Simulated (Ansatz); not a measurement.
Basis sets compared for Al6Ge. Charge 0, multiplicity 1. Geometry B3LYP-D4/def2-SVP. Ansatz on 4 threads of Arm Neoverse V2 on a shared host; times are rough, and most runs start from earlier orbitals.

Cartesian coordinates in Å:
```
Ge -1.215 1.658 1.610
Al 0.090 -0.604 1.639
Al 2.018 -0.712 -0.102
Al -1.675 0.154 -0.474
Al 0.768 1.566 -0.085
Al -0.321 -2.065 -0.471
Al 0.334 0.003 -2.117
```

The restricted singlet is unstable towards broken spin symmetry in Hartree–Fock (as tested in another run); at PBE-D4/def2-SVP, PBE-D4/def2-TZVP, PBE-D4/def2-TZVPD, PBE0-D4/def2-SVP and others this wasn't settled. The structure comes from a short search, and lower isomers may exist.

Binding counts from free atoms (Ge triplet, Al doublet) in the same basis, without a counterpoise term.

| level | functions | energy (Eh) | HOMO (eV) | LUMO (eV) | binding per atom (eV) | wall time |
| --- | --- | --- | --- | --- | --- | --- |
| PBE-D4/def2-SVP | 140 | -3529.8213 | -4.78 | -3.82 | 2.45 | 2.4 s |
| PBE-D4/def2-TZVP | 270 | -3530.6021 | -4.64 | -3.68 | 2.47 | 5.5 s |
| PBE0-D4/def2-SVP | 140 | -3529.9810 | -5.46 | -3.34 | 2.33 | 3.6 s |
| PBE0-D4/def2-TZVP (with forces) | 270 | -3530.7556 | -5.32 | -3.16 | 2.36 | 17 s |

(1) Estimate the rows for PBE-D4/def2-TZVPD, PBE0-D4/def2-TZVPD.

Answers

(1) 
```tsv
level	functions	energy (Eh)	HOMO (eV)	LUMO (eV)	binding per atom (eV)	wall time
PBE-D4/def2-TZVPD	312	-3530.6034	-4.65	-3.68	2.47	8 s
PBE0-D4/def2-TZVPD	312	-3530.7570	-5.31	-3.16	2.36	16 s
```
